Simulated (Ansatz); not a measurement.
Consider the formal exchange of groups at the Sn–Se bond: `C[O][SnH]([CH3])[SeH]` + `C=CCCC` → `C=C[CH2][SnH]([CH3])[O]C` + `CC[SeH]`.

Computed with Ansatz on PBE0-D4/def2-TZVP structures; ΔE is electronic, products minus reactants. CCSD(T)/CBS adds triple-zeta CCSD(T) − MP2 to the extrapolated MP2 energy (def2 sets, frozen cores). DFT in def2-TZVPP. B3LYP here is the variant with VWN-RPA as its local correlation; programs differ in this. Elements past krypton have def2 core potentials. For Se, Sn outer-core shells are correlated without core-valence functions, which leaves a few kJ/mol of doubt a bond. Scalar relativity is left out up to krypton. Each species was taken in one conformer, which may not be the lowest.

```tsv
level	ΔE (kJ/mol)	difference from CCSD(T)/CBS
PBE-D4	102.4	-3.5
r2SCAN-D4	108.0	2.1
PBE0-D4	108.3	2.4
B3LYP-D4	105.3	-0.6
ωB97X-V	107.7	1.8
ωB97M-V	107.4	1.5
B2PLYP	107.2	1.3
PBE	105.5	-0.4
r2SCAN	109.1	3.2
PBE0	111.2	5.3
B3LYP	110.2	4.3
HF/def2-TZVPP	125.0	19.1
MP2/def2-TZVPP	98.9	-7.0
SCS-MP2/def2-TZVPP	100.4	-5.5
CCSD/def2-TZVPP	103.0	-2.9
CCSD(T)/def2-TZVPP	99.9	-6.0
HF/def2-QZVPP	125.4	19.5
MP2/def2-QZVPP	102.5	-3.4
SCS-MP2/def2-QZVPP	103.8	-2.1
HF/CBS(def2)	125.5	19.6
MP2/CBS(def2)	104.9	-1.0
CCSD/CBS(def2)	109.0	3.1
CCSD(T)/CBS	105.9	0
```

Largest T1 diagnostic among the species: 0.012.

From PBE to PBE0 (25 % exact exchange), in def2-TZVPP and without D4, ΔE moves by +5.7 kJ/mol. The D4 term adds −4.8 kJ/mol with B3LYP and −2.9 kJ/mol with PBE0; it sums over pairs of atoms, weighted by their polarisabilities, and B3LYP, whose exchange is more repulsive, gets the larger term. In def2-TZVPP, CCSD(T) changes the Hartree–Fock value by −25.1 kJ/mol (the triples alone add −3.1 kJ/mol) and MP2 by −26.1 kJ/mol.
